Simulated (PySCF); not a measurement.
**Stationary points of HHfN**

Method: PySCF, PBE0, basis Hf def2-TZVP with ECP60, N def2-TZVP, H def2-TZVP (scalar-relativistic core potentials, no spin–orbit coupling, density fitting).

Relaxations began from a few typed shapes. The search is not exhaustive: other isomers or separated fragments can lie lower, and high-lying points may rest on an excited occupation.

```csv
spin,group,bonds,angles,imaginary modes (cm⁻¹),ΔE (kJ/mol),ΔE with ZPE (kJ/mol)
singlet,Cs,"Hf–H 1.869 Å, Hf–N 1.723 Å",H–Hf–N 101.5°,none,0.0,0.0
singlet,C∞v,"Hf–H 2.009 Å, Hf–N 1.706 Å",H–Hf–N 180.0°,"391i, 391i",83.2,–
```

The lowest minimum found is the singlet Cs: Hf–H 1.869 Å, Hf–N 1.723 Å; H–Hf–N 101.5°.

For the lowest minimum: with an element this heavy the missing spin–orbit coupling can shift these numbers.
